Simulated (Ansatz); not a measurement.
Two members of one family (N-butyl-N-methylpyrrolidinium salts), computed with Ansatz in the gas phase; def2 core potentials for I, no spin–orbit coupling. The two geometries come from different levels. A negative affinity means that the extra electron isn't bound at that geometry and level; within about 0.2 eV of zero the sign isn't settled. Binding counts from free atoms in the multiplicity of their measured ground term, without zero-point energy. Sets without diffuse functions give affinities that are too small. A dash marks a value that wasn't run or was left out as unsound. The structures are stationary points that may keep the symmetry of their start. Remarks come from the PBE and PBE0 runs and from stability tests at other levels; not every state was tested. A HOMO above zero means that the electron is unbound at that level and held by the basis, or that self-interaction error raises the level; the energy of removing that electron tells which. HOMO above LUMO (over both spins in singlets and doublets, within one spin in higher multiplets; at PBE or PBE0), or a gap under 0.15 eV within one spin, warns that the state may not be the lowest or that an electron is smeared out.

First: N-butyl-N-methylpyrrolidinium bromide (singlet, charge 0, PBE-D4/def2-SVP geometry).

Cartesian coordinates in Å:
```
C 2.203 -0.126 3.638
C 2.156 0.175 2.141
C 0.787 -0.121 1.512
C 0.828 0.144 0.016
N -0.485 -0.036 -0.720
C -1.013 -1.432 -0.519
C -0.263 0.209 -2.209
C -1.660 0.470 -2.770
C -2.492 1.021 -1.573
C -1.533 0.994 -0.372
H 1.454 0.474 4.198
H 3.200 0.101 4.065
H 1.989 -1.197 3.840
H 2.421 1.243 1.961
H 2.926 -0.424 1.607
H 0.005 0.490 2.021
H 0.541 -1.187 1.700
H 1.525 -0.570 -0.501
H 1.146 1.187 -0.197
H -0.199 -2.128 -0.859
H -1.920 -1.565 -1.133
H -1.264 -1.568 0.547
H 0.378 1.110 -2.268
H 0.322 -0.666 -2.596
H -2.109 -0.459 -3.173
H -1.608 1.186 -3.612
H -2.855 2.052 -1.747
H -3.385 0.396 -1.384
H -2.005 0.734 0.593
H -0.996 1.957 -0.254
Br 1.904 -2.467 -1.953
```

```csv
level,HOMO (eV),LUMO (eV),gap (eV),vertical EA (eV),vertical triplet (eV),binding per atom (eV)
PBE-D4/def2-SVP,-3.68,-0.37,3.31,-1.48,5.31,4.17
PBE-D4/def2-TZVP,-4.13,-0.78,3.35,–,–,4.13
BLYP-D4/def2-TZVP,-3.93,-0.75,3.18,–,–,4.02
r2SCAN-D4/def2-TZVP,-4.40,-0.23,4.17,–,–,4.05
PBE0-D4/def2-SVP,-4.89,0.48,5.36,-1.77,5.74,4.12
```

Remarks: HOMO above zero (-1 doublet), HOMO above zero (triplet).

Second: N-butyl-N-methylpyrrolidinium iodide (singlet, charge 0, PBE0-D4/def2-SVP geometry).

```xyz
31

C    -0.2378   -3.9216    1.5425
C     0.0485   -2.4458    1.7629
C    -0.1148   -1.6143    0.4941
C     0.2446   -0.1721    0.7713
N     0.0625    0.7756   -0.3798
C     0.8396    0.3186   -1.5682
C     0.5338    2.1487    0.0271
C    -0.1128    3.0941   -0.9728
C    -1.3817    2.3614   -1.4638
C    -1.3690    1.0145   -0.7419
H    -1.2674   -4.0854    1.1830
H    -0.1155   -4.4954    2.4742
H     0.4485   -4.3534    0.7958
H    -0.6174   -2.0487    2.5507
H     1.0783   -2.3145    2.1382
H    -1.1489   -1.7149    0.1164
H     0.5567   -2.0278   -0.2771
H     1.3168   -0.0846    1.0431
H    -0.3663    0.2364    1.5919
H     1.8912    0.1894   -1.2451
H     0.7778    1.0809   -2.3521
H     0.4114   -0.6213   -1.9338
H     0.1500    2.3093    1.0447
H     1.6393    2.1276    0.0757
H     0.5674    3.3146   -1.8078
H    -0.3412    4.0560   -0.4948
H    -2.3052    2.9078   -1.2259
H    -1.3694    2.2268   -2.5549
H    -1.7490    0.1720   -1.3324
H    -1.9271    1.0573    0.2044
I     3.8570    0.5088    0.5343
```

Question: What does the change do? Estimate second minus first.

Answer: 
| level | Δ HOMO (eV) | Δ LUMO (eV) | Δ gap (eV) | Δ vertical EA (eV) | Δ vertical triplet (eV) | Δ binding per atom (eV) |
| --- | --- | --- | --- | --- | --- | --- |
| PBE-D4/def2-SVP | 0.11 | -0.14 | -0.25 | 0.14 | -0.33 | -0.01 |
| PBE-D4/def2-TZVP | 0.25 | -0.11 | -0.36 | – | – | -0.01 |
| BLYP-D4/def2-TZVP | 0.26 | -0.11 | -0.37 | – | – | -0.01 |
| r2SCAN-D4/def2-TZVP | 0.28 | -0.11 | -0.38 | – | – | -0.01 |
| PBE0-D4/def2-SVP | 0.25 | -0.14 | -0.39 | 0.15 | -0.37 | -0.01 |

Remarks: HOMO above zero (-1 doublet), HOMO above zero (triplet), gap within one spin near zero at PBE or PBE0 (triplet).
